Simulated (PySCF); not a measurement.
Low-lying terms of Ga³⁺ (gallium, charge +3)

Ground state [Ar] 3d10, ¹S. Computed with PySCF 2.14 in x2c-SVPall with two added diffuse shells each of s, p, d type (7s6p5d, 50 functions), with scalar relativity by spin-free X2C-1e. Vertical excitation energies in eV without spin-orbit coupling; excited terms of each kind are numbered among those the solver found. Frozen: [Ar].

```tsv
term	leading excitation	EOM-EE-CCSD
1 3D	3d → s	18.683
1 1D	3d → s	19.182
1 3P°	3d → p	27.518
1 3F°	3d → p	27.922
1 1F°	3d → p	28.181
1 1D°	3d → p	28.609
1 3D°	3d → p	28.622
1 1P°	3d → p	28.728
1 3F	3d → d	40.442
1 1G	3d → d	40.563
2 3D	3d → s	42.089
2 1D	3d → s	42.184
```

The solver can miss terms.
